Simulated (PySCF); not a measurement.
Pd⁺: ionisation energy

Pd⁺ [Kr] 4d9 (2D) → Pd²⁺ [Kr] 4d8 (3F), as a difference of total energies. Calculation: PySCF 2.14, in def2-SVP with the def2 core potential (28 electrons); scalar relativity through the core potential. Correlated levels: valence: 4s2 4p6 frozen. The calculations carry no spin-orbit coupling.

```tsv
method	ionisation energy (eV)
UHF	17.497
PBE	19.776
M06-2X	19.902
MP2 (valence)	18.695
SCS-MP2 (valence)	18.598
```

**Question.** How much does correlation contribute at MP2 (valence)?

**Answer.** 18.695 − (17.497) = 1.198 eV, measured against UHF.

The reference lies between the lowest fine-structure levels, while these numbers refer to the centres of the terms.

Errors of the correlated levels include the incompleteness of this basis and the frozen core.

For comparison: 19.43 ± 0.12 eV (semi-empirical (NIST evaluation); NIST Atomic Spectra Database, ionization energies).
